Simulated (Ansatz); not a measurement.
Relaxation of H7NOSi2 (11 atoms, charge 0, multiplicity 1), to a largest force component of 0.02 eV/Å in at most 40 steps.

Theory: Ansatz, RKS B3LYP-D4/def2-SVP.

```xyz
11
Properties=species:S:1:pos:R:3:forces:R:3
Si 0.000 0.000 0.000 0.51 0.41 2.60
N 0.000 0.000 1.820 0.17 -0.20 -0.90
H -0.877 -0.271 2.350 1.82 0.54 -0.59
H 0.877 0.271 2.350 -1.82 -0.50 -0.62
O 1.584 0.000 -0.559 -0.39 -0.31 0.12
Si 2.491 -1.376 -0.887 -0.15 0.66 0.12
H 1.660 -2.352 -1.586 -0.33 -0.44 -0.30
H 3.632 -1.020 -1.725 0.40 0.19 -0.30
H 2.969 -1.954 0.366 0.23 -0.28 0.50
H -0.688 1.191 -0.486 -0.11 0.46 -0.42
H -0.688 -1.191 -0.486 -0.33 -0.52 -0.22
```

Problem. Where does it end, and by what steps?

Solution. It converged. After 11 steps the energy has fallen by 0.513 eV; H3 moved furthest, 0.94 Å.

```
step  energy less start (eV)  largest force component (eV/Å)  accepted
   0                  0.0000                           2.603       yes
   1                 -0.2859                           1.337       yes
   2                 -0.3785                           0.478       yes
   3                 -0.4257                           0.464       yes
   4                 -0.4274                           0.521       yes
   5                 -0.4613                           0.215       yes
   6                 -0.4799                           0.214       yes
   7                 -0.4966                           0.148       yes
   8                 -0.4730                           1.386        no
   9                 -0.5072                           0.173       yes
  10                 -0.5122                           0.143       yes
  11                 -0.5130                           0.020       yes
```

```xyz
11
Properties=species:S:1:pos:R:3
Si -0.109 0.131 0.017
N -0.086 -0.065 1.726
H -0.270 -0.963 2.162
H 0.476 0.529 2.326
O 1.289 -0.341 -0.767
Si 2.507 -1.459 -0.856
H 1.981 -2.783 -1.305
H 3.526 -0.985 -1.832
H 3.156 -1.639 0.478
H -0.278 1.573 -0.292
H -1.231 -0.700 -0.500
```

Whether the end is a true minimum wasn't checked by a vibrational analysis.

The run took 23 s on 2 threads of Arm Neoverse V2, with other jobs on the host, peak memory 0.2 GiB.
